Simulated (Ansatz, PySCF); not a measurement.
Mo(NH)2(Cl)(NH2) (ClH₄MoN₃), SMILES [NH]=[Mo]([NH2])([Cl])=[NH], multiplicity 1. Atoms are numbered in the order given.

```xyz
9

Mo    -0.0158     0.2217     0.0000
N     -0.8488     0.7102    -1.4395
H     -1.6207     1.0979    -1.9808
N     -0.8488     0.7102     1.4395
H     -1.6207     1.0979     1.9808
Cl     0.1892    -2.0947     0.0000
N      1.6998     1.1211     0.0000
H      2.1355     1.4974     0.8392
H      2.1355     1.4974    -0.8392
```

The structure is a stationary point at B3LYP-D3(BJ)/def2-SVP. The spin state was assumed, not searched. The structure was generated by enumeration; whether it is a known compound was not checked. The def2 effective core potentials stand for the cores of Mo; spin–orbit coupling is left out. One conformer was computed; it need not be the lowest.

Two levels are set side by side: PBE-D3(BJ)/def2-SVP (Ansatz, a program for electronic structure) and B3LYP-D3(BJ)/def2-SVP (Ansatz). Each level has its own optimised geometry; the coordinates shown are those of the second. Frequencies come from the Hessian of PySCF at each geometry. Differences are taken from unrounded values.

```json
[
 {"quantity": "mean bond length (Å)", "B3LYP-D3(BJ)": "1.475", "PBE-D3(BJ)": "1.481", "PBE-D3(BJ) minus B3LYP-D3(BJ)": "0.006"},
 {"quantity": "bond Mo1–N2 (Å)", "B3LYP-D3(BJ)": "1.733", "PBE-D3(BJ)": "1.743", "PBE-D3(BJ) minus B3LYP-D3(BJ)": "0.010"},
 {"quantity": "bond Mo1–N4 (Å)", "B3LYP-D3(BJ)": "1.733", "PBE-D3(BJ)": "1.743", "PBE-D3(BJ) minus B3LYP-D3(BJ)": "0.010"},
 {"quantity": "bond Mo1–Cl6 (Å)", "B3LYP-D3(BJ)": "2.325", "PBE-D3(BJ)": "2.321", "PBE-D3(BJ) minus B3LYP-D3(BJ)": "-0.005"},
 {"quantity": "bond Mo1–N7 (Å)", "B3LYP-D3(BJ)": "1.937", "PBE-D3(BJ)": "1.940", "PBE-D3(BJ) minus B3LYP-D3(BJ)": "0.003"},
 {"quantity": "bond N2–H3 (Å)", "B3LYP-D3(BJ)": "1.019", "PBE-D3(BJ)": "1.027", "PBE-D3(BJ) minus B3LYP-D3(BJ)": "0.007"},
 {"quantity": "bond N4–H5 (Å)", "B3LYP-D3(BJ)": "1.019", "PBE-D3(BJ)": "1.027", "PBE-D3(BJ) minus B3LYP-D3(BJ)": "0.007"},
 {"quantity": "bond N7–H8 (Å)", "B3LYP-D3(BJ)": "1.018", "PBE-D3(BJ)": "1.025", "PBE-D3(BJ) minus B3LYP-D3(BJ)": "0.007"},
 {"quantity": "bond N7–H9 (Å)", "B3LYP-D3(BJ)": "1.018", "PBE-D3(BJ)": "1.025", "PBE-D3(BJ) minus B3LYP-D3(BJ)": "0.007"},
 {"quantity": "highest harmonic wavenumber (cm⁻¹)", "B3LYP-D3(BJ)": "3644", "PBE-D3(BJ)": "3575", "PBE-D3(BJ) minus B3LYP-D3(BJ)": "-69"},
 {"quantity": "mean harmonic wavenumber (cm⁻¹)", "B3LYP-D3(BJ)": "1141", "PBE-D3(BJ)": "1111", "PBE-D3(BJ) minus B3LYP-D3(BJ)": "-29"},
 {"quantity": "zero-point energy (kcal/mol)", "B3LYP-D3(BJ)": "34.24", "PBE-D3(BJ)": "33.36", "PBE-D3(BJ) minus B3LYP-D3(BJ)": "-0.88"}
]
```

GGA bonds tend to be longer and softer than those of functionals with exact exchange. Differences between two approximate levels are no errors against the true value.
